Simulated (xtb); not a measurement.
xtb input (GFN1-xTB):

```bash
xtb mol.xyz --gfn 1 --opt tight --chrg 0 --uhf 0
```
mol.xyz:
```
18

C      2.49809322     0.94572287     1.25116486
C      1.66413349     1.18688797     0.24699502
C      1.45912323     0.27656527    -0.93772967
B      0.05554039    -0.39663503    -0.74563721
Cl    -0.01043647    -2.10306474    -0.26716747
C     -1.30248072     0.38110790    -0.89642447
C     -2.05890824     0.44442491     0.40199544
C     -2.31092797     1.55745361     1.07886837
H      2.58246429     1.62586252     2.08860139
H      3.12656493     0.06288260     1.26798463
H      1.04350629     2.07710494     0.27913202
H      2.26733816    -0.45188283    -1.00061666
H      1.45397422     0.87406497    -1.85661271
H     -1.13240976     1.39046383    -1.27847060
H     -1.90967862    -0.15298991    -1.63912843
H     -2.38588201    -0.50891402     0.80456338
H     -2.84484056     1.53662614     2.01988954
H     -1.99551706     2.52908216     0.71547317
```

End of the output:

```
     1   6 C       10   1 H                                       1.0824229
     2   6 C       11   1 H                                       1.0864649
     3   6 C       12   1 H                                       1.0921216
     3   6 C       13   1 H                                       1.0929279
     6   6 C       14   1 H                                       1.0927874
     6   6 C       15   1 H                                       1.0926392
     7   6 C       16   1 H                                       1.0863928
     8   6 C       17   1 H                                       1.0815204 (min)
     8   6 C       18   1 H                                       1.0825049

 * 4 distinct bonds (by element types)

   Z      Z             #   av. dist./Å        max./Å        min./Å
   1 H    6 C          10     1.0871353     1.0929279     1.0815204
   5 B    6 C           2     1.5784009     1.5788966     1.5779053
   6 C    6 C           2     1.3235103     1.3238214     1.3231992
   5 B   17 Cl          1     1.7545751     1.7545751     1.7545751

optimized geometry written to: xtbopt.xyz

           -------------------------------------------------
          | TOTAL ENERGY              -23.730511534481 Eh   |
          | GRADIENT NORM               0.000134456797 Eh/α |
          | HOMO-LUMO GAP               3.960143445206 eV   |
           -------------------------------------------------

------------------------------------------------------------------------
------------------------------------------------------------------------
 total:
 SCF:
 ANC optimizer:
```
